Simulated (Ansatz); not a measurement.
CH3N, SMILES `[CH]N` (lower singlet) (charge 0, multiplicity 1). This singlet lies 1.52 eV below the relaxed triplet at the level frozen-core CCSD(T)/cc-pVTZ // PBE0-D3(BJ)/def2-TZVP (Ansatz, a first-principles code).

Z-matrix (Å, degrees):
```
N
C 1 1.3020
H 1 1.0116 2 119.54
H 1 1.0187 3 113.99 2 -179.98
H 2 1.1079 1 106.31 3 180.00
```
Charge 0, multiplicity 1.

Frozen-core energies in cc-pVDZ from Ansatz at a geometry from PBE0-D3(BJ)/def2-TZVP; the HF reference has <S^2> = 0.00 and the T1 diagnostic is 0.017.

```csv
level,energy (Ha)
HF,-93.98976
MP2,-94.27934
CCSD,-94.30671
```

Estimate the energies of CCSD(T), CCSDT and CCSDT(Q), and give each level's difference from CCSDT(Q).


```csv
level,energy (Ha),difference from CCSDT(Q) (mHa)
MP2,-94.27934,38.15
CCSD,-94.30671,10.79
CCSD(T),-94.31613,1.37
CCSDT,-94.31679,0.70
CCSDT(Q),-94.31749,0.00
```
